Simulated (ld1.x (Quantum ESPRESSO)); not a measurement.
## Transferability test, TM potential for Cl

```json
{
  "Element": "Cl (Z = 17)",
  "Generator": "ld1.x (Quantum ESPRESSO) 7.5",
  "Type": "norm-conserving Troullier–Martins (Kleinman–Bylander form)",
  "Functional": "PBE",
  "Relativity": "scalar-relativistic",
  "Frozen core": "[Ne]",
  "Valence charge": "7",
  "Reference configuration": "3s2 3p4 (charge +1)",
  "Partial waves": "3s (bound): rc 0.90 bohr; 3d channel at 0.45 Ry: rc 1.10 bohr; 3p (bound): rc 1.52 bohr",
  "Local potential": "the p channel",
  "Core correction": "none"
}
```

Energies are relative to the spin-unpolarised reference configuration 3s2 3p4; without spin polarisation the order of configurations can differ from experiment.

```json
{"valence configuration": "3s2 3p3", "charge": "+2", "ΔE all-electron (eV)": "25.447", "error AE − PS (meV)": "+10"}
{"valence configuration": "3s1 3p6", "charge": "0", "ΔE all-electron (eV)": "-1.722", "error AE − PS (meV)": "+52"}
{"valence configuration": "3s2 3p1", "charge": "+4", "ΔE all-electron (eV)": "115.997", "error AE − PS (meV)": "+233"}
{"valence configuration": "3s1 3p5", "charge": "+1", "ΔE all-electron (eV)": "12.709", "error AE − PS (meV)": "+38"}
{"valence configuration": "3s2 3p4.5", "charge": "+0.5", "ΔE all-electron (eV)": "-8.293", "error AE − PS (meV)": "+2.2"}
```

What are ΔE and the potential's error for 3s2 3p5?

ΔE = -13.875 eV all-electron; the error (AE − PS) is +5.8 meV.

What are ΔE and the potential's error for 3s2 3p2?

ΔE = 63.754 eV all-electron; the error (AE − PS) is +68 meV.

Levels in the configuration 3s2 3p2:

```tsv
level	all-electron (eV)	pseudo (eV)
3s	-58.877	-58.847
3p	-45.114	-45.012
```
